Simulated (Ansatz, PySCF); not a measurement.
B(Cl)(Et)(OH) (C2H6BClO), SMILES CCB(O)Cl.

Coordinates come from a PBE0-D3(BJ)/def2-SVP optimisation. This is a generated structure with no PubChem entry under its InChIKey; it may be hypothetical. Other conformers were not sampled.

Vertical ionisation energy (IE) and electron affinity (EA) in eV. Rows of orbital energies are one-electron estimates. Where ΔSCF, EOM or ADC give a negative EA the extra electron is unbound and the value depends on the basis.

```json
[
 {"level": "−ε(HOMO), −ε(LUMO), ωB97X/def2-TZVP (PySCF)", "IE": "11.25", "EA": "-2.35"},
 {"level": "−ε(HOMO), −ε(LUMO), PBE/def2-TZVP (PySCF)", "IE": "7.37", "EA": "0.91"},
 {"level": "ΔSCF, PBE0/def2-SVPD (Ansatz), final states of multiplicity 2 and 2", "IE": "10.98", "EA": "-0.99"},
 {"level": "ΔSCF, PBE/def2-SVPD (Ansatz), final states of multiplicity 2 and 2", "IE": "?", "EA": "?"}
]
```

Question: What belongs in the gaps? (The exact figures need the calculation; the answer reports its results.)

Answer: 
- ΔSCF, PBE/def2-SVPD (Ansatz, a quantum-chemistry and plane-wave program), final states of multiplicity 2 and 2, IE: 10.53
- ΔSCF, PBE/def2-SVPD (Ansatz), final states of multiplicity 2 and 2, EA: -0.85

Question: What vertical singlet–triplet gap does ΔSCF give with PBE0/def2-SVPD (Ansatz) and with PBE/def2-SVPD (Ansatz)? (The exact figures need the calculation; the answer reports its results.)

Answer: 6.77 and 6.35 eV (triplet above singlet where positive).
